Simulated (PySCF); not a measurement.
PySCF input (TPSS/def2-TZVPD):

```python
from pyscf import gto, scf, dft

mol = gto.M(
    atom='''
    Tl   -0.00000000   -0.00000000   -1.35233612
    I     0.00000000    0.00000000    2.06677785
    ''',
    basis='def2-tzvpd',
    ecp='def2-tzvp',
    charge=1,
    spin=1,
    symmetry='C2v',
    verbose=4,
)

mf = dft.UKS(mol, xc='tpss').density_fit(auxbasis='def2-universal-jkfit')
mf.grids.level = 3
mf.conv_tol = 1e-9
mf.max_cycle = 100
mf.max_memory = 1500
mf.kernel()
if not mf.converged:
    mf = mf.newton()
    mf.kernel(mf.make_rdm1())
mf.analyze()
```

End of the output:

```
Extra cycle  E= -469.840071050859  delta_E= -1.42e-11  |g|= 1.7e-06  |ddm|= 1.12e-05
converged SCF energy = -469.840071050859  <S^2> = 0.75324828  2S+1 = 2.0032456
**** SCF Summaries ****
Total Energy =                        -469.840071050859024
Nuclear Repulsion Energy =              81.254394609431529
One-electron Energy =                 -972.244119327991484
Two-electron Energy =                  421.149653667700932
Two-electron Coulomb Energy =          457.907932774146843
DFT Exchange-Correlation Energy =      -36.758279106445912
HOMO-LUMO gap [eV] =                     0.308326345421712
Wave-function symmetry = B2
alpha occupancy for each irrep:     A1   A2   B1   B2
                                    11    2    5    5
beta  occupancy for each irrep:     A1   A2   B1   B2
                                    11    2    5    4
**** MO energy ****
alpha MO #1 (A1 #1), energy= -6.84996764412476 occ= 1
alpha MO #2 (A1 #2), energy= -5.08854976031061 occ= 1
alpha MO #3 (B2 #1), energy= -4.91207911143698 occ= 1
alpha MO #4 (A1 #3), energy= -4.89468388095269 occ= 1
alpha MO #5 (B1 #1), energy= -4.89209433096706 occ= 1
alpha MO #6 (B2 #2), energy= -3.09418622393309 occ= 1
alpha MO #7 (B1 #2), energy= -3.09390243315711 occ= 1
alpha MO #8 (A1 #4), energy= -3.09150751322037 occ= 1
alpha MO #9 (A1 #5), energy= -2.02636798203145 occ= 1
alpha MO #10 (B2 #3), energy= -2.02223498652077 occ= 1
alpha MO #11 (A2 #1), energy= -2.02000853525331 occ= 1
alpha MO #12 (B1 #3), energy= -2.00544202127262 occ= 1
alpha MO #13 (A1 #6), energy= -2.00537405578996 occ= 1
alpha MO #14 (A1 #7), energy= -0.835828129409165 occ= 1
alpha MO #15 (A1 #8), energy= -0.804605329949662 occ= 1
alpha MO #16 (A2 #2), energy= -0.804597968454671 occ= 1
alpha MO #17 (B2 #4), energy= -0.802484174615416 occ= 1
alpha MO #18 (B1 #4), energy= -0.802058743640456 occ= 1
alpha MO #19 (A1 #9), energy= -0.800624554119467 occ= 1
alpha MO #20 (A1 #10), energy= -0.566858759258343 occ= 1
alpha MO #21 (B2 #5), energy= -0.470386185024044 occ= 1
alpha MO #22 (A1 #11), energy= -0.439425765587581 occ= 1
alpha MO #23 (B1 #5), energy= -0.429757187040405 occ= 1
alpha MO #24 (B2 #6), energy= -0.272332334641799 occ= 0
alpha MO #25 (B1 #6), energy= -0.270243398798981 occ= 0
alpha MO #26 (A1 #12), energy= -0.249467926312053 occ= 0
alpha MO #27 (A1 #13), energy= -0.138465834374369 occ= 0
alpha MO #28 (A1 #14), energy= -0.0956718920802163 occ= 0
alpha MO #29 (A2 #3), energy= -0.0917272532669728 occ= 0
alpha MO #30 (B2 #7), energy= -0.0913654632781924 occ= 0
alpha MO #31 (A1 #15), energy= -0.0901220017014036 occ= 0
alpha MO #32 (B1 #7), energy= -0.0842609857479149 occ= 0
alpha MO #33 (B2 #8), energy= -0.0827630429986224 occ= 0
alpha MO #34 (A1 #16), energy= -0.0767696418223673 occ= 0
alpha MO #35 (B1 #8), energy= -0.0765927576873109 occ= 0
alpha MO #36 (B2 #9), energy= -0.0503389607945062 occ= 0
alpha MO #37 (A1 #17), energy= -0.0489001225504865 occ= 0
alpha MO #38 (A2 #4), energy= -0.0473956560740811 occ= 0
alpha MO #39 (B1 #9), energy= -0.0466462204794604 occ= 0
alpha MO #40 (A1 #18), energy= -0.0443215895600692 occ= 0
alpha MO #41 (B2 #10), energy= 0.0021393206165321 occ= 0
alpha MO #42 (B1 #10), energy= 0.00784661002511733 occ= 0
alpha MO #43 (A1 #19), energy= 0.00839094552274045 occ= 0
alpha MO #44 (A1 #20), energy= 0.026272116472934 occ= 0
alpha MO #45 (A1 #21), energy= 0.0729821360156516 occ= 0
alpha MO #46 (A2 #5), energy= 0.0745610182806566 occ= 0
alpha MO #47 (A1 #22), energy= 0.0752661815829624 occ= 0
alpha MO #48 (B2 #11), energy= 0.0783313926887743 occ= 0
alpha MO #49 (B1 #11), energy= 0.084200557705449 occ= 0
alpha MO #50 (B2 #12), energy= 0.100918223498375 occ= 0
alpha MO #51 (B1 #12), energy= 0.112063179909821 occ= 0
alpha MO #52 (A1 #23), energy= 0.123752926942308 occ= 0
alpha MO #53 (A1 #24), energy= 0.163198604511796 occ= 0
alpha MO #54 (A2 #6), energy= 0.169757186957402 occ= 0
alpha MO #55 (A1 #25), energy= 0.178142775627895 occ= 0
alpha MO #56 (B2 #13), energy= 0.202374135500646 occ= 0
alpha MO #57 (B1 #13), energy= 0.217841175749701 occ= 0
alpha MO #58 (A1 #26), energy= 0.254642732157137 occ= 0
alpha MO #59 (B2 #14), energy= 0.375210829139285 occ= 0
alpha MO #60 (B1 #14), energy= 0.377536246655753 occ= 0
alpha MO #61 (A1 #27), energy= 0.394112055211829 occ= 0
alpha MO #62 (A1 #28), energy= 0.440043398604804 occ= 0
alpha MO #63 (B2 #15), energy= 0.454834299143243 occ= 0
alpha MO #64 (B1 #15), energy= 0.454834819433339 occ= 0
alpha MO #65 (A2 #7), energy= 0.458416768689464 occ= 0
alpha MO #66 (A1 #29), energy= 0.45841973853272 occ= 0
alpha MO #67 (B2 #16), energy= 0.463429993632911 occ= 0
alpha MO #68 (B1 #16), energy= 0.46771608840469 occ= 0
alpha MO #69 (A1 #30), energy= 0.543987642303024 occ= 0
alpha MO #70 (B2 #17), energy= 0.608534925196368 occ= 0
alpha MO #71 (B1 #17), energy= 0.609485278843183 occ= 0
alpha MO #72 (A2 #8), energy= 0.617147805741957 occ= 0
alpha MO #73 (A1 #31), energy= 0.618687698590238 occ= 0
alpha MO #74 (B2 #18), energy= 0.63721155554938 occ= 0
alpha MO #75 (B1 #18), energy= 0.657700161365315 occ= 0
alpha MO #76 (A2 #9), energy= 0.677669439770027 occ= 0
alpha MO #77 (A1 #32), energy= 0.677674001044439 occ= 0
alpha MO #78 (B2 #19), energy= 0.705955470321717 occ= 0
alpha MO #79 (A1 #33), energy= 0.711578378076548 occ= 0
alpha MO #80 (B1 #19), energy= 0.712825539956186 occ= 0
alpha MO #81 (A1 #34), energy= 0.784108548314914 occ= 0
alpha MO #82 (B2 #20), energy= 0.974341493618852 occ= 0
alpha MO #83 (B1 #20), energy= 1.00311914255407 occ= 0
alpha MO #84 (A1 #35), energy= 1.10003708457629 occ= 0
alpha MO #85 (A1 #36), energy= 1.25171601101679 occ= 0
alpha MO #86 (A2 #10), energy= 1.25245884914579 occ= 0
alpha MO #87 (B2 #21), energy= 1.28579106058448 occ= 0
alpha MO #88 (B1 #21), energy= 1.31010920667901 occ= 0
alpha MO #89 (A1 #37), energy= 1.36076766244653 occ= 0
alpha MO #90 (B1 #22), energy= 1.82308532289775 occ= 0
alpha MO #91 (B2 #22), energy= 1.82308539665337 occ= 0
alpha MO #92 (A1 #38), energy= 1.82696372790891 occ= 0
alpha MO #93 (A2 #11), energy= 1.82696763439283 occ= 0
alpha MO #94 (B2 #23), energy= 1.85359241035546 occ= 0
alpha MO #95 (B1 #23), energy= 1.85463702482993 occ= 0
alpha MO #96 (A1 #39), energy= 1.96091224926583 occ= 0
alpha MO #97 (A1 #40), energy= 2.38304094872613 occ= 0
alpha MO #98 (B2 #24), energy= 2.76504147517134 occ= 0
alpha MO #99 (B1 #24), energy= 2.76621824793078 occ= 0
alpha MO #100 (A1 #41), energy= 2.77154714140088 occ= 0
alpha MO #101 (A2 #12), energy= 2.77310371670086 occ= 0
alpha MO #102 (B2 #25), energy= 2.78266857920061 occ= 0
[...]
```
